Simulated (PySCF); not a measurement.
Excitation energy of As by level of theory

As [Ar] 3d10 4s2 4p3 (4S) → As [Ar] 3d10 4s1 4p4 (4P), as a difference of total energies. Calculation: PySCF 2.14, in aug-cc-pwCVDZ-PP with ECP10MDF (6s5p4d1f, 48 functions); scalar relativity through the core potential. Correlated levels: valence and next inner shell: nothing frozen outside the core potential. The calculations carry no spin-orbit coupling.

```tsv
method	excitation energy (cm⁻¹)
UHF	69574
MP2 (valence and next inner shell)	72649
SCS-MP2 (valence and next inner shell)	72161
CCSD (valence and next inner shell)	68511
CCSD(T) (valence and next inner shell)	66168
```

The coupled-cluster amplitudes are large for the upper state (T1 above 0.03 or a double amplitude above 0.15), so a single reference is strained.
